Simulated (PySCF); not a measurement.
Species: C4H4F2NO (charge -1).
Bonds: C1–C2, C2–F3, C2–F4, C2–O5, O5–C6, C6–C7, C7–N8 (triple). Hydrogens: H9, H10, H11 on C1; H12 on C6.

Computed geometry: GFN2-xTB, gas phase.

What internal coordinates does the optimisation give?

```json
{"bond": "C1–C2", "length (Å)": "1.517", "order": "single"}
{"bond": "C2–F3", "length (Å)": "1.425", "order": "single"}
{"bond": "C2–F4", "length (Å)": "1.396", "order": "single"}
{"bond": "C2–O5", "length (Å)": "1.303", "order": "single"}
{"bond": "O5–C6", "length (Å)": "1.495", "order": "single"}
{"bond": "C6–C7", "length (Å)": "1.366", "order": "single"}
{"bond": "C7≡N8", "length (Å)": "1.171", "order": "triple"}
{"bond": "C1–H9, C1–H10, C1–H11", "length (Å)": "1.087", "order": "single"}
{"bond": "C6–H12", "length (Å)": "1.086", "order": "single"}
```

Bonds in one row agree within 0.01 Å and their mean is given. Orders are formal, as drawn. A selection of angles:
```json
{"angle": "C1–C2–F3", "degrees": "107.0"}
{"angle": "C1–C2–O5", "degrees": "120.2"}
{"angle": "F3–C2–F4", "degrees": "99.5"}
{"angle": "F3–C2–O5", "degrees": "110.5"}
{"angle": "C2–O5–C6", "degrees": "116.2"}
{"angle": "O5–C6–C7", "degrees": "116.3"}
{"angle": "C6–C7–N8", "degrees": "167.9"}
```

Torsions: C1–C2–O5–C6 12° (synperiplanar); C2–O5–C6–C7 -84° (synclinal). The mirror-image conformer, all signs reversed, is as good.

C6 (carbon bonded to C, O and H) is pyramidal (angles 117.8°, 116.3° and 107.2°, sum 341.3°, 0.33 Å off the plane of its three neighbours). The C–C distances run from 1.366 Å (C6–C7, drawn single) to 1.517 Å (C1–C2, drawn single), a spread of 0.151 Å. Of the pairs four or more bonds apart, C7···H9 is among the closest relative to their van der Waals radii: 2.58 Å, 89 % of the sum of Bondi's values. The C–O distances run from 1.303 Å (C2–O5, drawn single) to 1.495 Å (O5–C6, drawn single), a spread of 0.192 Å. The C–F distances run from 1.396 Å (C2–F4, drawn single) to 1.425 Å (C2–F3, drawn single), a spread of 0.029 Å.

Point group: C1 (no symmetry element, even within 0.4 Å). Not checked by GFN2-xTB frequencies.
